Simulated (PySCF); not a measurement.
GeH₉NSi₂.
Atom-mapped SMILES: `[NH2:1][SiH2:2][SiH2:3][GeH3:4]` (hydrogens: H5, H6 on N1; H7, H8 on Si2; H9, H10 on Si3; H11, H12, H13 on Ge4)

Method used: PySCF, PBE0-D3(BJ)/def2-SVP geometry optimisation, gas phase.

Entries marked ? are missing. Bonds in one row agree within 0.01 Å.

```json
{"coordinate": "N1–Si2", "value": "?"}
{"coordinate": "Si2–Si3", "value": "?"}
{"coordinate": "Si3–Ge4", "value": "2.383 Å"}
{"coordinate": "N1–H5, N1–H6", "value": "1.015 Å"}
{"coordinate": "Si2–H7, Si2–H8", "value": "1.500 Å"}
{"coordinate": "Si3–H9, Si3–H10", "value": "1.498 Å"}
{"coordinate": "Ge4–H11, Ge4–H12, Ge4–H13", "value": "1.541 Å"}
{"coordinate": "Si2–N1–H5", "value": "?"}
{"coordinate": "H5–N1–H6", "value": "110.3°"}
{"coordinate": "N1–Si2–Si3", "value": "106.5°"}
{"coordinate": "N1–Si2–H7", "value": "116.2°"}
{"coordinate": "N1–Si2–H8", "value": "107.0°"}
{"coordinate": "Si3–Si2–H7", "value": "110.5°"}
{"coordinate": "H7–Si2–H8", "value": "106.7°"}
{"coordinate": "Si2–Si3–Ge4", "value": "106.7°"}
{"coordinate": "Si2–Si3–H9", "value": "111.9°"}
{"coordinate": "Ge4–Si3–H9", "value": "109.5°"}
{"coordinate": "H9–Si3–H10", "value": "107.7°"}
{"coordinate": "Si3–Ge4–H11", "value": "?"}
{"coordinate": "Si3–Ge4–H12", "value": "?"}
{"coordinate": "H11–Ge4–H12", "value": "108.4°"}
```

Task: Fill in the missing values.

Result: 
- N1–Si2 = 1.740 Å, drawn single (silicon-bound nitrogen to SiH2 silicon); 0.08 Å below the sum of covalent radii, 1.82 Å.
- Si2–Si3 = 2.349 Å, drawn single (both ends SiH2 silicon); 0.13 Å above the sum of covalent radii, 2.22 Å.
- Si2–N1–H5 = 119.2°, at the silicon-bound nitrogen; the outer atoms are 2.404 Å apart.
- Si3–Ge4–H11 = 110.3°, at the germanium bonded to Si and 3 H; the outer atoms are 3.254 Å apart.
- Si3–Ge4–H12 = 111.7°, at the germanium bonded to Si and 3 H; the outer atoms are 3.283 Å apart.

Radii are Cordero's.

No PBE0-D3(BJ)/def2-SVP frequencies stand behind this structure, so it isn't proved a minimum. One conformer, not necessarily the lowest (H–N1–Si2–Si3 56° and -164°, N1–Si2–Si3–Ge4 28°).

Hardware: one thread of an Intel Xeon Platinum 8259CL at 2.50 GHz (shared host). Cost: 80 s wall, 0.50 GiB resident at most. This is the geometry optimisation.
